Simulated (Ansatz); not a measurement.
Task: Name a neutral molecule of Ga, P, S and H with HOMO energy (B3LYP/def2-TZVPP) between -6.75 and -6.45 eV and LUMO energy (PBE/def2-TZVPP) between -2.25 and -1.95 eV (Ansatz, PBE0-D4/def2-TZVP geometry).

Result: `S[PH][GaH2]` (-6.52 eV, -2.07 eV). Other molecules can fit too; these were computed, each in one conformer that needn't be the lowest.

B3LYP here is the variant with VWN-RPA as its local correlation; programs differ in this.
